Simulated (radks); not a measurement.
Values are calculated unless marked as measured or tabulated.
Spherical quantum dot in the effective-mass picture: electrons in a hard-walled sphere of radius 2.7, with a point charge +1 (a donor) at the centre, all in effective atomic units (hartree* = m*/eps^2 hartree, bohr* = eps/m* bohr), one dielectric constant everywhere. Level of theory: non-relativistic Kohn-Sham, PBEsol, spin-polarised, spherical densities (a radial shooting solver with Libxc functionals). Levels are named by radial order and angular momentum (1s, 1p, 1d, 2s, ...), and open shells are averaged over m. Results are scaled to m* = 0.601 and eps = 10.7, for which hartree* = 142.8 meV and bohr* = 0.9421 nm.

N = 10, configuration 1s2 1p6 1d(up 2, down 0). This is the lowest configuration that the search found. Occupied and some empty levels:

| level | occupation | eigenvalue (meV) | <r> (nm) |
|---|---|---|---|
| 1s up | 1 | 695.03 | 1.354 |
| 1s down | 1 | 701.26 | 1.334 |
| 1p up | 3 | 783.07 | 1.609 |
| 1p down | 3 | 791.86 | 1.602 |
| 1d up | 2 | 894.04 | 1.721 |
| 1d down | 0 | 903.78 | 1.719 |
| 2s up | 0 | 936.97 | 1.162 |
| 2s down | 0 | 940.78 | 1.174 |
| 1f up | 0 | 1033.4 | 1.799 |
| 1f down | 0 | 1043.7 | 1.798 |
| 2p up | 0 | 1174.2 | 1.321 |
| 2p down | 0 | 1179.1 | 1.322 |

Energy (meV): total 4280.96, kinetic 2098.0, external -962.21, Hartree 3839.1, exchange-correlation -693.91.
